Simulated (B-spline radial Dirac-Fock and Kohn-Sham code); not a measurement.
## Elastic and transport cross sections of europium for positrons

Calculated with a radial B-spline solver, using relativistic (Dirac) partial waves in the static field of the Dirac-Fock atom, without polarisation or absorption potentials. Below a few hundred eV the neglected polarisation potential matters, most of all at small angles. σ_tr1 and σ_tr2 weight the cross section with 1 − P₁ and 1 − P₂ of cos θ; "backward" is the share scattered beyond 90°.

```tsv
energy (eV)	σ (a₀²)	σ_tr1 (a₀²)	σ_tr2 (a₀²)	σ/σ_tr1	backward (%)
152	26.4	3.76	6.56	7.02	3.9
364	17.9	1.93	3.48	9.29	2.8
485	15.7	1.53	2.79	10.3	2.4
661	?	?	?	?	?
2780	6.55	0.307	0.616	21.4	0.93
3280	5.99	0.257	0.522	23.3	0.82
3570	5.72	0.234	0.479	24.5	0.77
5120	4.69	0.155	0.326	30.2	0.58
7430	3.79	0.0994	0.214	38.1	0.43
9500	3.28	0.0733	0.160	44.8	0.35
12200	2.82	0.0532	0.118	53.1	0.28
15500	2.43	0.0387	0.0873	62.8	0.22
17400	2.26	0.0331	0.0753	68.4	0.20
33700	1.48	0.0130	0.0308	114	0.098
42600	1.27	0.00919	0.0221	138	0.076
124000	0.640	0.00176	0.00451	363	0.020
```

Question: Fill in the row for 661 eV.

Answer: σ = 13.6 a₀², σ_tr1 = 1.18 a₀², σ_tr2 = 2.18 a₀², σ/σ_tr1 = 11.5, backward 2.1 %. The ratio σ/σ_tr1 is roughly the number of elastic collisions that randomise the direction.
